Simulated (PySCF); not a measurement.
**Gas-phase XPS of `Fc1ccc(F)cc1`, computed**

Species: C6H4F2.
Bonds: F1–C2, C2–C3 (aromatic), C3–C4 (aromatic), C4–C5 (aromatic), C5–F6, C5–C7 (aromatic), C7–C8 (aromatic), C2–C8 (aromatic). Hydrogens: H9 on C3; H10 on C4; H11 on C7; H12 on C8.

Computed with PySCF 2.14.0, delta-SCF UKS SCAN, pcX-3 on the ionised atom, pcseg-2 elsewhere, spin-free X2C. Each binding energy is the total energy of the core-ionised species, with the hole localised on one atom, minus that of the ground state; both are solved self-consistently, so orbital relaxation is included.

Problem. What binding energy does each computed site have?

Solution. 
```csv
atom(s),environment,level,binding energy (eV),above the level's lowest (eV),count
C3/C4/C7/C8,aromatic CH carbon,C 1s,290.76,0.00,4
C2/C5,aromatic C–F carbon,C 1s,292.73,+1.97,2
F1/F6,aryl fluorine,F 1s,692.97,0.00,2
```

Lowest listed C 1s: C3/C4/C7/C8, bonded to 2 C (aromatic in the SMILES) and H. Highest, 1.97 eV above it: C2/C5, bonded to F and 2 C (aromatic in the SMILES).

Problem. Which photon energy gives electrons from F 1s of F1/F6 a kinetic energy of 20 eV, and what is their de Broglie wavelength?

Solution. hν = 692.97 + 20 = 712.97 eV, recoil neglected; λ = 12.264 Å/√(E/eV) = 2.74 Å.

The first atom of each set that the bonding makes equivalent was ionised and stands for the set. Isolated species at its PBE0-D3(BJ)/def2-TZVP geometry, gas phase.

On 2 threads of an AMD EPYC 7R43, no GPU, shared host with 256 logical CPUs at a one-minute load of 171, this took 74 s wall, 3.0 min CPU and 2.0 GiB of memory at its peak.
